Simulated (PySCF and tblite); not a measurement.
Results of a calculation; reference values are marked as such.
Molecule: C₆H₁₃N, numbered as in [CH3:1][CH:2]([CH3:3])/[CH:4]=[CH:5]/[CH2:6][NH2:7].

The mean out-of-plane torsion at N7 (0° is planar) is held and the rest relaxed at GFN2-xTB. Energies: PBE0/pcSseg-1 + D3(BJ). Programs: tblite and PySCF.

**Question.** Give the DFT energy and dipole along the out-of-plane angle.

**Answer.** 
```
out-of-plane angle °  E kcal/mol  dipole D
                 -44        1.76      1.57
                 -36        0.28      1.26
                 -26        1.31      0.90
                 -14        3.54      0.48
                   0        5.08      0.48
                  14        3.85      0.62
                  27        1.37      1.08
                  36        0.00      1.51
                  44        1.11      1.89
```

**Question.** Where is the lowest sampled point, and what does the planar form cost?

**Answer.** At 36°; the point at 0° lies 5.08 kcal/mol above it.
